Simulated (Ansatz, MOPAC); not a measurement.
Molecule: InO (charge 0, doublet). SMILES: [In]=[O]

Atoms: In1, O2. Bonds: In1-O2.

Bond lengths (Å) and angles (degrees) optimised at PM3 with MOPAC; PM6 with MOPAC; PBE/6-31G* with LANL2DZ past Ar with Ansatz (a program for electronic structure), each started from the B3LYP-D3(BJ)/def2-TZVP structure (Ansatz) of the last column. A row stands for all coordinates that are equal there. 6-31G* holds six Cartesian d functions.

| coordinate | PM3 | PM6 | PBE/6-31G* with LANL2DZ past Ar | B3LYP-D3(BJ)/def2-TZVP |
|---|---|---|---|---|
| In1-O2 | 1.936 | 1.908 | 1.837 | 1.943 |

Mean signed difference of all 1 bond lengths from B3LYP-D3(BJ)/def2-TZVP: PM3 -0.007 Å, PM6 -0.035 Å, PBE/6-31G* with LANL2DZ past Ar -0.106 Å.
